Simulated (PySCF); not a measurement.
Co: excitation energy

Co [Ar] 3d7 4s2 (4F) → Co [Ar] 3d9 (2D), as a difference of total energies. Computed with PySCF 2.14 in x2c-TZVPPall, with scalar relativity by spin-free X2C-1e. Correlated levels: valence: [Ar] frozen; valence and next inner shell: [Ne] frozen. The calculations carry no spin-orbit coupling.

| method | excitation energy (cm⁻¹) |
| --- | --- |
| UHF | 61904 |
| LDA | 16668 |
| PBE | 20461 |
| r2SCAN | 28917 |
| CAM-B3LYP | 27283 |
| r2SCAN0 | 35190 |
| BLYP | 21039 |
| MP2 (valence) | 18163 |
| SCS-MP2 (valence) | 22203 |
| MP2 (valence and next inner shell) | 8611.7 |
| SCS-MP2 (valence and next inner shell) | 15336 |

A first-order spin-orbit estimate (lowest level to lowest level, LS coupling) adds 0.043 eV.
